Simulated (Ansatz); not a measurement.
Ansatz (a first-principles code) input file for H7HfN3S, SMILES [NH2][Hf]([NH2])([NH2])[SH], multiplicity 1, PBE-D3(BJ)/def2-SVP. 

Ansatz 0.2 input:
```yaml
crystal:
  periodic: [false, false, false]
  atoms:
    - {symbol: Hf, position_ang: [0.15913802, 0.11096215, 0.01937745]}
    - {symbol: N, position_ang: [1.48669389, -0.36391300, -1.45116490]}
    - {symbol: H, position_ang: [1.86326371, -1.30589760, -1.57316726]}
    - {symbol: H, position_ang: [1.86260409, 0.22729239, -2.19058569]}
    - {symbol: N, position_ang: [1.06498989, -0.07058067, 1.84444104]}
    - {symbol: H, position_ang: [0.59534100, 0.09811221, 2.73551311]}
    - {symbol: H, position_ang: [2.01369880, -0.38245017, 2.04786200]}
    - {symbol: N, position_ang: [-0.40981987, 2.06178211, -0.18697878]}
    - {symbol: H, position_ang: [-1.14542157, 2.38987328, -0.81359314]}
    - {symbol: H, position_ang: [-0.07605291, 2.85581270, 0.35787479]}
    - {symbol: S, position_ang: [-1.82587549, -1.38523520, -0.27182475]}
    - {symbol: H, position_ang: [-2.35041032, -1.09927402, 0.94603399]}
basis:
  gaussian:
    orbitals: def2-SVP
hamiltonian:
  xc: pbe
  dispersion: d3bj
relax: {f_tol: 0.002, max_steps: 200}
```

Output:

```
WARN ansatz: RAYON_NUM_THREADS=1 ignored (pool sized by the plan → 1); use --threads N
Functional definition: PBE
integrals: 0.08 GiB planned
1441 factors; their error is unknown
mean field: 0.41 GiB planned
mean field evaluation 1: about -16688.9493 eV, gradient 1.1e2 eV
mean field evaluation 2: about -16531.5997 eV, gradient 2.5e2 eV
mean field evaluation 4: about -16713.3045 eV, gradient 1.9e1 eV
mean field evaluation 8: about -16714.3935 eV, gradient 3.8e-1 eV
mean field evaluation 16: about -16714.2878 eV, gradient 1.6e-3 eV
mean field -16714.28779709 eV, -614.2387471917 hartree, gradient 2.1e-5 eV, S^2 0.000000; 0 other end points of the search recorded, 0 dependent functions left out
the calculation of the forces begins
reference -16714.28788587 eV, -614.2387504546 hartree; 28, 28 occupied and 99, 99 virtual orbitals, 1441 factors
relax step   1: F+E_penalty+E_count = -16714.53870484 eV  Δ(F+E_penalty+E_count) = +0.000e0 eV  max|allowed force component| = 3.162e-1 eV/Å  Δτ_max = 0.0000 Å  (30 SCF iters, accepted)
these checks for a lower state are left out or cut short: starts, cluster_reference, orbital_swaps, neighbouring_geometries, increment
integrals: 0.08 GiB planned
1441 factors; their error is unknown
mean field: 0.41 GiB planned
mean field -16714.29377147 eV, -614.2389667463 hartree, gradient 1.8e-5 eV, S^2 0.000000; 0 other end points of the search recorded, 0 dependent functions left out
the calculation of the forces begins
reference -16714.29386026 eV, -614.2389700093 hartree; 28, 28 occupied and 99, 99 virtual orbitals, 1441 factors
[...]
relax step   5: F+E_penalty+E_count = -16714.54634790 eV  Δ(F+E_penalty+E_count) = -2.926e-5 eV  max|allowed force component| = 1.263e-2 eV/Å  Δτ_max = 0.0013 Å  (31 SCF iters, accepted)
these checks for a lower state are left out or cut short: starts, cluster_reference, orbital_swaps, neighbouring_geometries, increment
integrals: 0.08 GiB planned
1441 factors; their error is unknown
mean field: 0.41 GiB planned
mean field -16714.29532785 eV, -614.2390239420 hartree, gradient 2.0e-5 eV, S^2 0.000000; 0 other end points of the search recorded, 0 dependent functions left out
the calculation of the forces begins
reference -16714.29541662 eV, -614.2390272044 hartree; 28, 28 occupied and 99, 99 virtual orbitals, 1441 factors
relax step   6: F+E_penalty+E_count = -16714.54634775 eV  Δ(F+E_penalty+E_count) = +1.503e-7 eV  max|allowed force component| = 1.569e-2 eV/Å  Δτ_max = 0.0076 Å  (31 SCF iters, rejected (line search))
these checks for a lower state are left out or cut short: starts, cluster_reference, orbital_swaps, neighbouring_geometries, increment
integrals: 0.08 GiB planned
1441 factors; their error is unknown
mean field: 0.41 GiB planned
mean field -16714.29538409 eV, -614.2390260091 hartree, gradient 2.0e-5 eV, S^2 0.000000; 0 other end points of the search recorded, 0 dependent functions left out
the calculation of the forces begins
reference -16714.29547287 eV, -614.2390292718 hartree; 28, 28 occupied and 99, 99 virtual orbitals, 1441 factors
relax step   7: F+E_penalty+E_count = -16714.54637853 eV  Δ(F+E_penalty+E_count) = -3.063e-5 eV  max|allowed force component| = 4.792e-3 eV/Å  Δτ_max = 0.0037 Å  (31 SCF iters, accepted)
these checks for a lower state are left out or cut short: starts, cluster_reference, orbital_swaps, neighbouring_geometries, increment
integrals: 0.08 GiB planned
1441 factors; their error is unknown
mean field: 0.41 GiB planned
mean field evaluation 64: about -16714.4021 eV, gradient 1.1e-3 eV
mean field -16714.29537994 eV, -614.2390258564 hartree, gradient 2.0e-5 eV, S^2 0.000000; 0 other end points of the search recorded, 0 dependent functions left out
the calculation of the forces begins
reference -16714.29546871 eV, -614.2390291186 hartree; 28, 28 occupied and 99, 99 virtual orbitals, 1441 factors
relax step   8: F+E_penalty+E_count = -16714.54640105 eV  Δ(F+E_penalty+E_count) = -2.252e-5 eV  max|allowed force component| = 3.551e-3 eV/Å  Δτ_max = 0.0099 Å  (30 SCF iters, accepted)
these checks for a lower state are left out or cut short: starts, cluster_reference, orbital_swaps, neighbouring_geometries, increment
integrals: 0.08 GiB planned
1441 factors; their error is unknown
mean field: 0.41 GiB planned
mean field -16714.29540164 eV, -614.2390266538 hartree, gradient 2.0e-5 eV, S^2 0.000000; 0 other end points of the search recorded, 0 dependent functions left out
the calculation of the forces begins
reference -16714.29549039 eV, -614.2390299154 hartree; 28, 28 occupied and 99, 99 virtual orbitals, 1441 factors
relax step   9: F+E_penalty+E_count = -16714.54640967 eV  Δ(F+E_penalty+E_count) = -8.614e-6 eV  max|allowed force component| = 6.701e-3 eV/Å  Δτ_max = 0.0090 Å  (31 SCF iters, accepted)
these checks for a lower state are left out or cut short: starts, cluster_reference, orbital_swaps, neighbouring_geometries, increment
integrals: 0.08 GiB planned
1441 factors; their error is unknown
mean field: 0.41 GiB planned
mean field -16714.29539126 eV, -614.2390262725 hartree, gradient 2.0e-5 eV, S^2 0.000000; 0 other end points of the search recorded, 0 dependent functions left out
the calculation of the forces begins
reference -16714.29548001 eV, -614.2390295339 hartree; 28, 28 occupied and 99, 99 virtual orbitals, 1441 factors
relax step  10: F+E_penalty+E_count = -16714.54642761 eV  Δ(F+E_penalty+E_count) = -1.794e-5 eV  max|allowed force component| = 6.826e-3 eV/Å  Δτ_max = 0.0101 Å  (30 SCF iters, accepted)
these checks for a lower state are left out or cut short: starts, cluster_reference, orbital_swaps, neighbouring_geometries, increment
integrals: 0.08 GiB planned
1441 factors; their error is unknown
mean field: 0.41 GiB planned
mean field -16714.29539423 eV, -614.2390263818 hartree, gradient 2.0e-5 eV, S^2 0.000000; 0 other end points of the search recorded, 0 dependent functions left out
the calculation of the forces begins
reference -16714.29548298 eV, -614.2390296430 hartree; 28, 28 occupied and 99, 99 virtual orbitals, 1441 factors
relax step  11: F+E_penalty+E_count = -16714.54644340 eV  Δ(F+E_penalty+E_count) = -1.579e-5 eV  max|allowed force component| = 6.073e-3 eV/Å  Δτ_max = 0.0133 Å  (30 SCF iters, accepted)
these checks for a lower state are left out or cut short: starts, cluster_reference, orbital_swaps, neighbouring_geometries, increment
integrals: 0.08 GiB planned
1441 factors; their error is unknown
mean field: 0.41 GiB planned
mean field evaluation 96: about -16714.2954 eV, gradient 2.0e-5 eV
mean field -16714.29540447 eV, -614.2390267578 hartree, gradient 2.0e-5 eV, S^2 0.000000; 0 other end points of the search recorded, 0 dependent functions left out
the calculation of the forces begins
reference -16714.29549320 eV, -614.2390300188 hartree; 28, 28 occupied and 99, 99 virtual orbitals, 1441 factors
relax step  12: F+E_penalty+E_count = -16714.54645410 eV  Δ(F+E_penalty+E_count) = -1.070e-5 eV  max|allowed force component| = 7.669e-3 eV/Å  Δτ_max = 0.0114 Å  (30 SCF iters, accepted)
these checks for a lower state are left out or cut short: starts, cluster_reference, orbital_swaps, neighbouring_geometries, increment
integrals: 0.08 GiB planned
1441 factors; their error is unknown
mean field: 0.41 GiB planned
mean field -16714.29542050 eV, -614.2390273470 hartree, gradient 2.0e-5 eV, S^2 0.000000; 0 other end points of the search recorded, 0 dependent functions left out
the calculation of the forces begins
reference -16714.29550923 eV, -614.2390306078 hartree; 28, 28 occupied and 99, 99 virtual orbitals, 1441 factors
relax step  13: F+E_penalty+E_count = -16714.54646211 eV  Δ(F+E_penalty+E_count) = -8.013e-6 eV  max|allowed force component| = 8.164e-3 eV/Å  Δτ_max = 0.0073 Å  (31 SCF iters, accepted)
these checks for a lower state are left out or cut short: starts, cluster_reference, orbital_swaps, neighbouring_geometries, increment
integrals: 0.08 GiB planned
1441 factors; their error is unknown
mean field: 0.41 GiB planned
mean field -16714.29542423 eV, -614.2390274841 hartree, gradient 2.0e-5 eV, S^2 0.000000; 0 other end points of the search recorded, 0 dependent functions left out
the calculation of the forces begins
reference -16714.29551295 eV, -614.2390307446 hartree; 28, 28 occupied and 99, 99 virtual orbitals, 1441 factors
relax step  14: F+E_penalty+E_count = -16714.54646766 eV  Δ(F+E_penalty+E_count) = -5.548e-6 eV  max|allowed force component| = 6.963e-3 eV/Å  Δτ_max = 0.0056 Å  (31 SCF iters, accepted)
these checks for a lower state are left out or cut short: starts, cluster_reference, orbital_swaps, neighbouring_geometries, increment
integrals: 0.08 GiB planned
1441 factors; their error is unknown
mean field: 0.41 GiB planned
mean field -16714.29541891 eV, -614.2390272886 hartree, gradient 2.0e-5 eV, S^2 0.000000; 0 other end points of the search recorded, 0 dependent functions left out
the calculation of the forces begins
reference -16714.29550763 eV, -614.2390305491 hartree; 28, 28 occupied and 99, 99 virtual orbitals, 1441 factors
relax step  15: F+E_penalty+E_count = -16714.54647004 eV  Δ(F+E_penalty+E_count) = -2.379e-6 eV  max|allowed force component| = 4.878e-3 eV/Å  Δτ_max = 0.0040 Å  (31 SCF iters, accepted)
these checks for a lower state are left out or cut short: starts, cluster_reference, orbital_swaps, neighbouring_geometries, increment
integrals: 0.08 GiB planned
1441 factors; their error is unknown
mean field: 0.41 GiB planned
mean field -16714.29541823 eV, -614.2390272638 hartree, gradient 2.0e-5 eV, S^2 0.000000; 0 other end points of the search recorded, 0 dependent functions left out
the calculation of the forces begins
reference -16714.29550696 eV, -614.2390305242 hartree; 28, 28 occupied and 99, 99 virtual orbitals, 1441 factors
relax step  16: F+E_penalty+E_count = -16714.54647137 eV  Δ(F+E_penalty+E_count) = -1.332e-6 eV  max|allowed force component| = 2.814e-3 eV/Å  Δτ_max = 0.0012 Å  (32 SCF iters, accepted)
these checks for a lower state are left out or cut short: starts, cluster_reference, orbital_swaps, neighbouring_geometries, increment
integrals: 0.08 GiB planned
1441 factors; their error is unknown
mean field: 0.41 GiB planned
mean field evaluation 128: about -16714.2953 eV, gradient 3.6e-1 eV
mean field -16714.29541404 eV, -614.2390271097 hartree, gradient 2.0e-5 eV, S^2 0.000000; 0 other end points of the search recorded, 0 dependent functions left out
the calculation of the forces begins
reference -16714.29550276 eV, -614.2390303701 hartree; 28, 28 occupied and 99, 99 virtual orbitals, 1441 factors
relax step  17: F+E_penalty+E_count = -16714.54647225 eV  Δ(F+E_penalty+E_count) = -8.777e-7 eV  max|allowed force component| = 1.145e-3 eV/Å  Δτ_max = 0.0025 Å  (32 SCF iters, accepted)
integrals: 0.08 GiB planned
1441 factors; their error is unknown
mean field: 0.41 GiB planned
mean field -16714.29541404 eV, -614.2390271097 hartree, gradient 2.0e-5 eV, S^2 0.000000; 1 other end points of the search recorded, 0 dependent functions left out
the calculation of the forces begins
reference -16714.29550276 eV, -614.2390303701 hartree; 28, 28 occupied and 99, 99 virtual orbitals, 1441 factors
Total energy: -16714.54656097 eV, -614.2482565889 hartree
Atom 0 at     0.159098     0.099561     0.023308 Å, force     0.000494     0.001035    -0.000666 eV/Å
Atom 1 at     1.487034    -0.360964    -1.450482 Å, force    -0.000453     0.000178    -0.000408 eV/Å
Atom 2 at     1.883891    -1.304182    -1.557140 Å, force     0.000077     0.000006     0.000150 eV/Å
Atom 3 at     1.850548     0.226020    -2.208576 Å, force     0.000007    -0.000181     0.000314 eV/Å
Atom 4 at     1.075550    -0.071898     1.843959 Å, force     0.001145    -0.000530    -0.000009 eV/Å
Atom 5 at     0.591460     0.031269     2.745186 Å, force    -0.000429     0.000065     0.000497 eV/Å
Atom 6 at     2.045338    -0.342010     2.042390 Å, force    -0.000523     0.000205    -0.000070 eV/Å
Atom 7 at    -0.410115     2.049237    -0.187193 Å, force     0.000729     0.000008     0.001133 eV/Å
Atom 8 at    -1.139874     2.370291    -0.835481 Å, force    -0.000096     0.000051    -0.000110 eV/Å
Atom 9 at    -0.108797     2.850022     0.378844 Å, force    -0.000509    -0.000550    -0.000865 eV/Å
Atom 10 at    -1.824810    -1.392402    -0.262827 Å, force    -0.000303    -0.000180     0.000243 eV/Å
Atom 11 at    -2.371173    -1.018460     0.931799 Å, force    -0.000139    -0.000107    -0.000209 eV/Å
Dipole moment:     0.424101     0.371185     0.218836 e Å
```

The run converged.

Cost: very roughly 60 core-seconds.
